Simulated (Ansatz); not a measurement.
Ansatz results at the PBE0-D4/def2-TZVP geometry: LUMO energy (PBE/def2-TZVPP) -0.76 eV; size of the dipole moment (B3LYP/def2-TZVPP) 0.58 D; LUMO energy (PBE0/def2-TZVPP) 0.13 eV.

Each molecule was computed in one conformer, which needn't be the lowest.

Problem. Which molecule gave them?
A. `C[O][Hf]1234([NH2])([N](C)C)[C@H]5[C@@H]1[C@@H]2[C@@H]3[C@H]54`
B. `CC[C@@]12[C@H]3[C@H]4[C@H]5[C@@H]1[Hf]4532([NH2])([NH2])[F]`
C. `C[O][Zr]1234([Cl])([N](C)C)[C@H]5[C@@H]1[C@@H]2[C@@H]3[C@H]54`
D. `C[C@@]12[C@H]3[C@H]4[C@H]5[C@@H]1[TiH]45321678([Cl])[C@@H]2[C@H]1[C@H]6[C@@]7(C)[C@@H]28`

Solution. A. The others give `CC[C@@]12[C@H]3[C@H]4[C@H]5[C@@H]1[Hf]4532([NH2])([NH2])[F]`: -0.95, 2.02, -0.05; `C[O][Zr]1234([Cl])([N](C)C)[C@H]5[C@@H]1[C@@H]2[C@@H]3[C@H]54`: -1.48, 3.59, -0.61; `C[C@@]12[C@H]3[C@H]4[C@H]5[C@@H]1[TiH]45321678([Cl])[C@@H]2[C@H]1[C@H]6[C@@]7(C)[C@@H]28`: -2.81, 3.12, -1.70.

B3LYP here is the variant with VWN-RPA as its local correlation; programs differ in this.
